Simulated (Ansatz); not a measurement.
Kohn–Sham single points on C₂H₇AlO.

```yaml
crystal:
  periodic: [false, false, false]
  atoms:
    - {symbol: C, position_ang: [-0.953861, 1.161584, 0.221259]}
    - {symbol: C, position_ang: [-0.440692, -0.236934, 0.074508]}
    - {symbol: O, position_ang: [0.861742, -0.379605, 0.877794]}
    - {symbol: Al, position_ang: [1.051933, -0.871804, -1.008085]}
    - {symbol: H, position_ang: [-1.847442, 1.269569, -0.400232]}
    - {symbol: H, position_ang: [-1.229578, 1.409502, 1.252557]}
    - {symbol: H, position_ang: [-0.224504, 1.896821, -0.125452]}
    - {symbol: H, position_ang: [-1.138783, -0.979744, 0.463307]}
    - {symbol: H, position_ang: [0.775899, -1.050136, 1.561100]}
    - {symbol: H, position_ang: [1.969447, 0.169704, -1.774014]}
    - {symbol: H, position_ang: [1.241140, -2.445858, -1.122044]}
basis:
  gaussian: {orbitals: def2-TZVPP}
hamiltonian: {xc: {name: PBE-QIDH}}
```

```sh
$ ansatz run in.yaml --threads 2 --pin off --events-out ev --progress --plain --max-ram 4352MiB
```

Shortened log:

```
Functional definition: PBE-QIDH
1368 factors; integrals over basis functions are off by at most 1.6e-3 eV
mean field evaluation 1: about -10811.5824 eV, gradient 4.2e1 eV
mean field evaluation 2: about -10811.7342 eV, gradient 4.2e1 eV
mean field evaluation 4: about -10815.5064 eV, gradient 4.2e0 eV
mean field evaluation 8: about -10815.5507 eV, gradient 3.2e-1 eV
mean field evaluation 16: about -10815.5509 eV, gradient 1.1e-4 eV
mean field -10815.55094255 eV, -397.4641660951 hartree, gradient 5.8e-6 eV, S^2 0.000000; 0 other end points of the search recorded, 0 dependent functions left out
8 core orbitals not correlated: weight in the atoms' cores, before any rotation towards them, 1.000 or more for the frozen orbitals, at most 0.000 for the correlated occupied ones
reference -10815.55095721 eV, -397.4641666338 hartree; 12, 12 occupied and 213, 213 virtual orbitals, 1368 factors
second order -20.76037565 eV of doubles, -0.00000000 eV of singles
Total energy: -10822.47108243 eV, -397.7184765449 hartree
```

Run time 8.5 s (2 threads of an Arm Neoverse V1 on a shared host); peak host memory 0.55 GiB.

The same input with `hamiltonian: {xc: pbe0, dispersion: d4}` (abridged; 4.3 s):

```
Functional definition: PBE0
mean field -10825.41760721 eV, -397.8267593335 hartree, gradient 5.7e-5 eV, S^2 0.000000
Total energy: -10825.57405837 eV, -397.8325088074 hartree
```

With the line `hamiltonian: {xc: {name: revPBE}, dispersion: d4}` (abridged; 3.4 s):

```
Functional definition: revPBE
mean field evaluation 16: about -10830.6591 eV, gradient 2.3e-4 eV
mean field -10830.65909202 eV, -398.0193803472 hartree, gradient 3.9e-5 eV, S^2 0.000000
Total energy: -10831.26398955 eV, -398.0416099217 hartree
```

Changing it to `hamiltonian: {xc: hse06, dispersion: d4}` (abridged; 4.8 s):

```
Functional definition: HSE06
mean field -10825.01483444 eV, -397.8119577071 hartree, gradient 7.5e-5 eV, S^2 0.000000
Total energy: -10825.15988016 eV, -397.8172880392 hartree
```

The same input with `hamiltonian: {xc: {name: BLYP}, dispersion: d4}` (abridged; 3.4 s):

```
Functional definition: BLYP
mean field evaluation 16: about -10831.8880 eV, gradient 7.2e-4 eV
mean field -10831.88803792 eV, -398.0645432763 hartree, gradient 3.7e-5 eV, S^2 0.000000
Total energy: -10832.30385270 eV, -398.0798241876 hartree
```

The same input with `hamiltonian: {xc: lda}` (abridged; 2 s):

```
Functional definition: SPW92
mean field evaluation 16: about -10769.1347 eV, gradient 2.1e-4 eV
mean field -10769.13469917 eV, -395.7584006128 hartree, gradient 4.1e-5 eV, S^2 0.000000
Total energy: -10769.13474539 eV, -395.7584023115 hartree
```

HSE06 is the plane-wave form, built on full-range PBE exchange.
